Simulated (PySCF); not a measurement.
Computed shifts of a molecule C3H7FSi2, PySCF with PBE/pcSseg-1, GIAO, gas phase, equivalent atoms averaged, in ppm (number of nuclei): ²⁹Si: -32.4 (1), -69.0 (1). ¹⁹F: -242.0 (1). ¹³C: 120.5 (1), 115.3 (1), -3.9 (1). ¹H: 5.53 (2), 4.71 (2), 0.70 (3). References: ²⁹Si against TMS (σ = 335.4 ppm); ¹⁹F against CFCl3 (σ = 133.6 ppm); ¹³C against TMS (σ = 182.0 ppm); ¹H against TMS (σ = 31.49 ppm), references at their B3LYP-D3(BJ)/def2-TZVP geometries, non-relativistic. Coordinates come from a B3LYP-D3(BJ)/def2-SVP optimisation. One conformer was computed; it need not be the lowest.

Question: Identify the compound among the candidates.
A) C[SiH2]C#C[SiH2]F
B) FC=C=C([SiH3])[SiH3]
C) C#C[SiH2]C[SiH2]F
D) FC=C=C[SiH2][SiH3]

Answer: A, C[SiH2]C#C[SiH2]F
